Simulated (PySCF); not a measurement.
## Electron correlation in Ta²⁺ (tantalum, charge +2)

[Xe] 4f14 5d3, high-spin 4F determinant. Computed with PySCF 2.14 in def2-TZVPPD with the def2 core potential (60 electrons) (6s5p3d2f1g, 59 functions), with a scalar-relativistic core potential. Frozen: nothing; 11 electrons correlated.

```tsv
level	correlation energy (mhartree)
CCSD	-210.33
(T)	-3.77
CCSD(T)	-214.10
```

Diagnostics: T1 = 0.0048, D1 = 0.0080, largest double amplitude 0.023.

Spin-orbit coupling, absent here, splits the open shell strongly.

Cost of the coupled-cluster step: about 12 core-seconds, for 11 correlated electrons.

The basis has no tight functions for the innermost shells, so their pair energies are far from complete.

This basis was not built for core-valence correlation, so the inner-shell part is incomplete.
